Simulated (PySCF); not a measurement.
## Spinor energies of P³⁺ (phosphorus, charge +3)

Start: [Ne] 3s1 3p1; 3s1/2 filled at m_j = +1/2; 3p3/2 filled at m_j = +3/2. Calculated with PySCF 2.14 in x2c-TZVPall-2c (5s6p2d1f, 40 functions): generalised Hartree-Fock with the X2C-1e Hamiltonian and a Gaussian nucleus; one run each with spin-orbit coupling (SO) switched off, then screened by Boettger's factors. This is a chosen level, not necessarily the ground level.

| spinor shell | electrons | ε, spin-free (eV) | ε, screened SO (eV) | weight of nominal j (screened SO) | rms radius, screened SO (bohr) |
| --- | --- | --- | --- | --- | --- |
| 1s1/2 | 2 | -2223.2 | -2223.2 | 1.000 | 0.120 |
| 2s1/2 | 2 | -244.95 | -244.96 | 1.000 | 0.559 |
| 2p3/2 | 4 | -186.74 | -186.45 | 0.940 | 0.537 |
| 2p1/2 | 2 | -186.74 | -187.36 | 0.879 | 0.537 |
| 3s1/2 | 1 | -53.755 | -53.758 | 0.999 | 1.79 |
| 3p3/2 | 1 | -42.773 | -42.743 | 1.000 | 1.97 |

| quantity | spin-free | screened SO |
| --- | --- | --- |
| E (hartree) | -339.10733 | -339.10663 |
| M_J | 2 | 2 |
| ⟨J²⟩ | 6.005 | 6.005 |
| ⟨L²⟩ | 2.005 | 2.005 |
| ⟨S²⟩ | 2.000 | 2.000 |

Each row is a mean over spinors that exchange with the open shell spreads, by up to 1.876 eV (2p3/2).

Rows whose weight is well below 1 are mixtures of j = l ± 1/2: exchange outweighs spin-orbit coupling there, and the label is only the starting occupation.

Without spin-orbit coupling the j labels of p, d and f shells carry no meaning; the spin-free column gives the mean over the occupied spinors of each nl shell.
